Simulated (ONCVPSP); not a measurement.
## V: variants of one ONCV potential

Base potential:

V, optimised norm-conserving Vanderbilt (ONCV), made with ONCVPSP 4.0.1 (PBE, scalar-relativistic). Core [Ne], reference 3s2 3p6 3d3 4s2. Waves: 3s+4s: rc 1.65 bohr, ncon 5, nbas 8, qcut 9.2 1/bohr, 2 projectors; 3p: rc 1.00 bohr, ncon 4, nbas 9, qcut 7.8 1/bohr, 1 projector; 3d: rc 2.30 bohr, ncon 4, nbas 9, qcut 8.1 1/bohr, 2 projectors, debl 3 Ha. Local part: polynomial inside 0.75 bohr (lpopt 5, dvloc0 2 Ha). Core correction: Teter function fitted to the true core (icmod 2), fcfact 0.4.

Cutoffs, loose and tight: the cutoffs (Ha) at which the residual kinetic energy of the hardest occupied pseudo-wave falls to 1 and 0.1 mHa per electron. They do not see the model core or the augmentation charge, which bear on the density cutoff. Test errors are all-electron minus pseudo excitation energies from the reference, over the configurations 3s2 3p6 3d3 4s1; 3s2 3p6 3d3 4s0; 3s2 3p6 3d2 4s0; 3s2 3p5 3d3 4s2. A dash means not determined; rows that change the core or the reference have their own tests.

| change | outcome | cutoff, loose | cutoff, tight | bound ghosts | GHOST(+) flags above zero | largest test error (meV) |
| --- | --- | --- | --- | --- | --- | --- |
| base | generated | 27 Ha | 189 Ha | none | s | -192 |
| s: rc 2.4 | generated | 23 Ha | 189 Ha | none | none | -177 |
| s: nbas 10 | generated | 26 Ha | 189 Ha | none | none | -191 |
| core correction Teter function fitted to the true core (icmod 2), fcfact 0.3 | generated | 27 Ha | 189 Ha | none | s | -192 |
| local potential polynomial inside 0.65 bohr (lpopt 5, dvloc0 4 Ha) | generated | 27 Ha | 189 Ha | none | s | -191 |
| local potential polynomial inside 0.75 bohr (lpopt 5, dvloc0 5.5 Ha) | generated | 27 Ha | 189 Ha | none | s | -193 |
| s: rc 2.28 | generated | 23 Ha | 189 Ha | none | none | -178 |
| s: nproj 3 | generated | 27 Ha | 189 Ha | none | s | -193 |
| core correction Teter function, fcfact 3.75, rcfact 1.65 | generated | 27 Ha | 189 Ha | none | s | -197 |

(1) What comes out with this change to the base: reference 3s2 3p6 3d3 4s1?

(2) What comes out with this change to the base: s: qcut 8.2; p: qcut 6.9; d: qcut 7.2?

(3) What comes out with this change to the base: p: qcut 8.1?

Answers

(1) outcome: generated; cutoff, loose: 27 Ha; cutoff, tight: 188 Ha; bound ghosts: none; GHOST(+) flags above zero: s; largest test error (meV): +173.

(2) outcome: generated; cutoff, loose: 24 Ha; cutoff, tight: 189 Ha; bound ghosts: none; GHOST(+) flags above zero: s; largest test error (meV): -233.

(3) outcome: generated; cutoff, loose: 27 Ha; cutoff, tight: 170 Ha; bound ghosts: none; GHOST(+) flags above zero: s; largest test error (meV): -192.
